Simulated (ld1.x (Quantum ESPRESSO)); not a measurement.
# Before and after: ultrasoft potential for As

arsenic (As), ultrasoft, made with ld1.x (Quantum ESPRESSO) 7.5 (BP86, fully relativistic). Core [Ar], reference 3d10 4s1 4p4. Waves: 4s (bound): rcut 1.15, rcutus 1.40 bohr; 4s channel at -0.7 Ry: rcut 1.15, rcutus 1.40 bohr; 4p (bound): rcut 1.85, rcutus 2.30 bohr; 4p channel at 1.5 Ry: rcut 1.85, rcutus 2.30 bohr; 3d (bound): rcut 0.85, rcutus 1.15 bohr; 3d channel at -1.25 Ry: rcut 0.85, rcutus 1.15 bohr. Local part: all-electron potential smoothed inside 1.85 bohr (lloc = -1). Core correction: none. Augmentation charge: PSQ, radius 0.70 bohr.

Open shells are filled in proportion to 2j + 1 (rel_dist='average').

Change: all radii scaled by about 1.37 (s 1.92, p 3.16, d 1.58 bohr, rcut 1.58/2.54/1.16); local potential all-electron potential smoothed inside 2.54 bohr (lloc = -1); augmentation PSQ, radius 0.96 bohr.

Cutoffs: the cutoffs (Ry, on a coarse ladder) from which the occupation-weighted sum of valence levels, in a spherical-Bessel basis at the reference potential, stays within 10 and 1 mRy of its value at 400 Ry; they do not see the model core or the augmentation charge, which bear on the density cutoff. Errors are all-electron minus pseudo energies relative to the spin-unpolarised reference configuration.

Problem. What does the change do?

Solution. The potential gets softer (120 Ry and 200 Ry → 45 Ry and 80 Ry); the bound ghost in s disappears; the number of tests with a reliable result goes from 7 to 0 (the test run of the changed file stopped, so its transferability is not established). A larger radius leaves more room for a smooth pseudo-wave, so fewer plane waves are needed.

```csv
quantity,base,changed
"cutoff, loose",120 Ry,45 Ry
"cutoff, tight",200 Ry,80 Ry
loose cutoff by channel (10 mRy a level),"s 18 Ry, p 8 Ry, d 80 Ry","s 6 Ry, p 6 Ry, d 35 Ry"
bound ghosts,s,none
tests with a reliable result,7 of 7,0 of 7 (the test run stopped)
lowest overlap eigenvalue by channel,"s 0.61, p1/2 0.62, p3/2 0.62, d3/2 0.88, d5/2 0.94","s 0.37, p1/2 0.85, p3/2 0.06, d3/2 0.07, d5/2 0.07"
```

 A true bound ghost makes a file unfit for plane-wave use even where its test errors are small: the radial tests pick states by their node count and pass the ghost by.
